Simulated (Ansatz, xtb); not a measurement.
**Two isomers of C4H5BrGeO**

We compare a, `BrC1=CC=[CH][GeH2][O]1`, a singlet, with b, `BrC1=[CH][GeH2][O]C=C1`, a singlet. Both are isolated molecules in the gas phase, relaxed with B3LYP-D3(BJ)/def2-SVP.

a (Å):

```
atom    x (Å)    y (Å)    z (Å)
   C   0.0581   2.6366  -0.7452
   C  -0.6815   2.3965   0.3710
   C  -1.5514   1.2449   0.5095
   C  -1.7660   0.2611  -0.4014
  Br   1.1758   4.1885  -0.8264
  Ge  -0.8442   0.3478  -2.0801
   O   0.1195   1.9157  -1.8387
   H  -0.6148   3.1032   1.1959
   H  -2.0840   1.1855   1.4667
   H  -2.4529  -0.5560  -0.1667
   H   0.2216  -0.7304  -2.3650
   H  -1.6900   0.5957  -3.3462
```

b (Å):

```xyz
12

C    -0.3052    2.5611   -0.7570
C    -1.4712    2.4621   -0.0801
C     0.0078    0.2034   -1.4509
C     0.4237    1.4963   -1.4220
Br    0.5365    4.2884   -0.8908
Ge   -2.2909    0.7256    0.0386
O    -1.0912   -0.3036   -0.9004
H    -1.9219    3.3440    0.3790
H    -2.3653    0.1033    1.4481
H    -3.6431    0.5603   -0.6852
H     0.6070   -0.5528   -1.9729
H     1.3563    1.7412   -1.9276
```

Quicker runs give these differences E(b) − E(a): GFN2-xTB +1.97 kcal/mol; HF/STO-3G −0.31 kcal/mol (at GFN2-xTB geometries); r2SCAN-D4/def2-SVP −0.42 kcal/mol (at GFN2-xTB geometries).

Problem. Which of the two would you expect CCSD(T)/def2-SVP + ΔMP2/def2-TZVPP electronic energies to favour?

Solution. Not settled: CCSD(T)/def2-SVP + ΔMP2/def2-TZVPP gives E(b) − E(a) = −1.43 kcal/mol, but this leans on the basis-set step: CCSD(T) alone gives −0.89 kcal/mol.

The same difference at several levels:

| level | geometry | E(b) − E(a) (kcal/mol) | departure from the last row (kcal/mol) | job, with rough time for the two |
| --- | --- | --- | --- | --- |
| GFN2-xTB | GFN2-xTB | +1.97 | +3.40 | optimisation, 0.16 s |
| HF/STO-3G | GFN2-xTB | −0.31 | +1.12 | single point, 0.96 s |
| r2SCAN-D4/def2-SVP | GFN2-xTB | −0.42 | +1.01 | single point, 6.3 s |
| B3LYP-D3(BJ)/def2-SVP | B3LYP-D3(BJ)/def2-SVP | −0.45 | +0.98 | optimisation, 49 s |
| HF/def2-SVP | B3LYP-D3(BJ)/def2-SVP | −1.24 | +0.19 | part of the CCSD(T) run |
| MP2/def2-SVP | B3LYP-D3(BJ)/def2-SVP | −0.78 | +0.65 | part of the CCSD(T) run |
| CCSD(T)/def2-SVP | B3LYP-D3(BJ)/def2-SVP | −0.89 | +0.54 | single point |
| CCSD(T)/def2-SVP + ΔMP2/def2-TZVPP | B3LYP-D3(BJ)/def2-SVP | −1.43 |  | single point, 3.1 min |

As drawn, both hold the same kinds of bond in the same numbers.

GFN2-xTB puts the two in the other order. HF/STO-3G, r2SCAN-D4/def2-SVP, B3LYP-D3(BJ)/def2-SVP find them nearly level. The largest departure from CCSD(T)/def2-SVP + ΔMP2/def2-TZVPP is that of GFN2-xTB, 3.40 kcal/mol. The last row adds to CCSD(T) the change of the MP2 difference between the two basis sets, here −0.54 kcal/mol.

With thermal terms from frequencies at re-optimised GFN2-xTB minima (ideal gas, soft modes damped towards free rotors, one conformer each, 298.15 K, 1 atm): the zero-point term adds +0.03 kcal/mol; ΔH is −1.42 and ΔG −1.33 kcal/mol.

The correlated steps freeze 23 core orbitals; the filled d shell of Br and Ge is correlated, in a basis made for valence electrons. Codes used: Ansatz 0.2.0, xtb 6.7.1; the last row on 4 threads of Arm Neoverse V1 on a shared host.
